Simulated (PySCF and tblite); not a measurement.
The numbers below are computed, except where a source is named.
System: C₃H₈GeO, numbered as in [CH2:1]1[CH2:2][GeH2:3][CH2:4][O:5]1.

Motion: inversion of the 5-membered ring (1–2–3–4–5). GFN2-xTB gives an electronic barrier of 4.9 kcal/mol.

Spin–orbit effects of heavy atoms on shieldings are missing.

Question: What does PBE0/pcSseg-1 + D3(BJ) give on GFN2-xTB geometries?

Answer: A barrier of 4.6 kcal/mol, 0.4 below the tight-binding barrier (from unrounded values) and, with GFN2-xTB thermal terms, ΔG‡(298 K) = 4.2 kcal/mol and k = 1×10¹⁰ s⁻¹ (2 equivalent paths).

Programs: tblite and PySCF.
